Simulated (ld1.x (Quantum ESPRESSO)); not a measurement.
## Plane-wave convergence, TM potential for rhenium

* Element: rhenium (Re)
* Generator: ld1.x (Quantum ESPRESSO) 7.5
* Type: norm-conserving Troullier–Martins (Kleinman–Bylander form)
* Functional: PBE
* Relativity: fully relativistic
* Frozen core: [Xe] 4f14
* Valence charge: 7
* Reference configuration: 5d5 6s1.5 6p0.5
* Partial waves: 6p (bound): rc 2.95 bohr; 5d (bound): rc 2.60 bohr; 6s (bound): rc 2.30 bohr
* Local potential: the s channel
* Core correction: Bessel-smoothed model core inside 1.10 bohr

Open shells are filled in proportion to 2j + 1 (rel_dist='average').

The pseudo-atom Hamiltonian at the reference potential is diagonalised in spherical Bessel functions j_l(qr) that vanish at 20 bohr, with q² up to the cutoff. All-electron valence levels (Ry): 6p1/2 -0.1590, 6p3/2 -0.1182, 5d3/2 -0.4931, 5d5/2 -0.4273, 6s -0.4805.

Task: How do the lowest levels (Ry) of each channel move with the cutoff, and are there ghosts?

Result:

```json
{"cutoff (Ry)": "8", "p1/2 #1": "-0.1587", "p1/2 #2": "0.0231", "p3/2 #1": "-0.1178", "p3/2 #2": "0.0303", "d3/2 #1": "-0.0469", "d3/2 #2": "0.0532", "d5/2 #1": "-0.0484", "s #1": "-0.4746", "s #2": "-0.0213", "f #1": "0.0920", "Σ f·Δε (mRy)": "2038.1"}
{"cutoff (Ry)": "10", "p1/2 #1": "-0.1588", "p1/2 #2": "0.0231", "p3/2 #1": "-0.1179", "p3/2 #2": "0.0303", "d3/2 #1": "-0.1290", "d3/2 #2": "0.0460", "d5/2 #1": "-0.1250", "s #1": "-0.4755", "s #2": "-0.0214", "f #1": "0.0920", "Σ f·Δε (mRy)": "1642.6"}
{"cutoff (Ry)": "12", "p1/2 #1": "-0.1589", "p1/2 #2": "0.0231", "p3/2 #1": "-0.1181", "p3/2 #2": "0.0303", "d3/2 #1": "-0.2395", "d3/2 #2": "0.0424", "d5/2 #1": "-0.2226", "s #1": "-0.4775", "s #2": "-0.0215", "f #1": "0.0920", "Σ f·Δε (mRy)": "1125.8"}
{"cutoff (Ry)": "15", "p1/2 #1": "-0.1590", "p1/2 #2": "0.0231", "p3/2 #1": "-0.1182", "p3/2 #2": "0.0303", "d3/2 #1": "-0.3451", "d3/2 #2": "0.0406", "d5/2 #1": "-0.3116", "s #1": "-0.4792", "s #2": "-0.0217", "f #1": "0.0920", "Σ f·Δε (mRy)": "645.2"}
{"cutoff (Ry)": "18", "p1/2 #1": "-0.1590", "p1/2 #2": "0.0230", "p3/2 #1": "-0.1182", "p3/2 #2": "0.0303", "d3/2 #1": "-0.4456", "d3/2 #2": "0.0396", "d5/2 #1": "-0.3922", "s #1": "-0.4801", "s #2": "-0.0218", "f #1": "0.0920", "Σ f·Δε (mRy)": "200.9"}
{"cutoff (Ry)": "21", "p1/2 #1": "-0.1590", "p1/2 #2": "0.0230", "p3/2 #1": "-0.1182", "p3/2 #2": "0.0303", "d3/2 #1": "-0.4753", "d3/2 #2": "0.0393", "d5/2 #1": "-0.4147", "s #1": "-0.4801", "s #2": "-0.0218", "f #1": "0.0920", "Σ f·Δε (mRy)": "73.8"}
{"cutoff (Ry)": "25", "p1/2 #1": "-0.1590", "p1/2 #2": "0.0230", "p3/2 #1": "-0.1182", "p3/2 #2": "0.0303", "d3/2 #1": "-0.4877", "d3/2 #2": "0.0392", "d5/2 #1": "-0.4237", "s #1": "-0.4802", "s #2": "-0.0218", "f #1": "0.0920", "Σ f·Δε (mRy)": "22.1"}
{"cutoff (Ry)": "30", "p1/2 #1": "-0.1590", "p1/2 #2": "0.0230", "p3/2 #1": "-0.1182", "p3/2 #2": "0.0303", "d3/2 #1": "-0.4925", "d3/2 #2": "0.0392", "d5/2 #1": "-0.4269", "s #1": "-0.4803", "s #2": "-0.0218", "f #1": "0.0920", "Σ f·Δε (mRy)": "2.3"}
{"cutoff (Ry)": "35", "p1/2 #1": "-0.1590", "p1/2 #2": "0.0230", "p3/2 #1": "-0.1182", "p3/2 #2": "0.0303", "d3/2 #1": "-0.4930", "d3/2 #2": "0.0392", "d5/2 #1": "-0.4272", "s #1": "-0.4804", "s #2": "-0.0218", "f #1": "0.0920", "Σ f·Δε (mRy)": "0.5"}
{"cutoff (Ry)": "40", "p1/2 #1": "-0.1590", "p1/2 #2": "0.0230", "p3/2 #1": "-0.1182", "p3/2 #2": "0.0303", "d3/2 #1": "-0.4930", "d3/2 #2": "0.0392", "d5/2 #1": "-0.4272", "s #1": "-0.4804", "s #2": "-0.0218", "f #1": "0.0920", "Σ f·Δε (mRy)": "0.4"}
{"cutoff (Ry)": "45", "p1/2 #1": "-0.1590", "p1/2 #2": "0.0230", "p3/2 #1": "-0.1182", "p3/2 #2": "0.0303", "d3/2 #1": "-0.4930", "d3/2 #2": "0.0392", "d5/2 #1": "-0.4272", "s #1": "-0.4804", "s #2": "-0.0218", "f #1": "0.0920", "Σ f·Δε (mRy)": "0.3"}
{"cutoff (Ry)": "400", "p1/2 #1": "-0.1590", "p1/2 #2": "0.0230", "p3/2 #1": "-0.1182", "p3/2 #2": "0.0303", "d3/2 #1": "-0.4931", "d3/2 #2": "0.0392", "d5/2 #1": "-0.4273", "s #1": "-0.4805", "s #2": "-0.0218", "f #1": "0.0920", "Σ f·Δε (mRy)": "0.0"}
```

Result: no extra level below or beside the all-electron valence levels (p1/2, p3/2, d3/2, d5/2, s, f tested); 10 mRy is reached at 30 Ry and 1 mRy at 35 Ry.
